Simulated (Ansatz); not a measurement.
```yaml
crystal:
  periodic: [false, false, false]
  atoms:
    - {symbol: Al, position_ang: [-0.000382, 0.000304, 0.000106]}
    - {symbol: Br, position_ang: [-0.019980, -0.010768, 2.605364]}
    - {symbol: Br, position_ang: [0.020257, 0.010624, -2.605077]}
    - {symbol: Br, position_ang: [2.604835, 0.005604, 0.019968]}
    - {symbol: Br, position_ang: [-2.604964, -0.005954, -0.020230]}
    - {symbol: Br, position_ang: [-0.005652, 2.604251, 0.010660]}
    - {symbol: Br, position_ang: [0.005886, -2.604060, -0.010801]}
basis:
  gaussian: {orbitals: def2-TZVPD, initial_orbitals: start.molden}
total_charge: -3
hamiltonian: {xc: pbe0, dispersion: d4}
scf: {omitted_lower_state_checks: [starts]}
output: {orbitals: {seedname: orbitals}}
```

The file start.molden holds the orbitals of an earlier run on this structure, at another level or in another basis.

```sh
$ ansatz run in.yaml --threads 4 --pin off --events-out ev --progress --plain --max-ram 4787MiB
```

Q: Does this run fit into the memory that it is given?

A: No. It has 385 basis functions, and Ansatz plans for 5.09 GiB where 4.67 GiB are given.
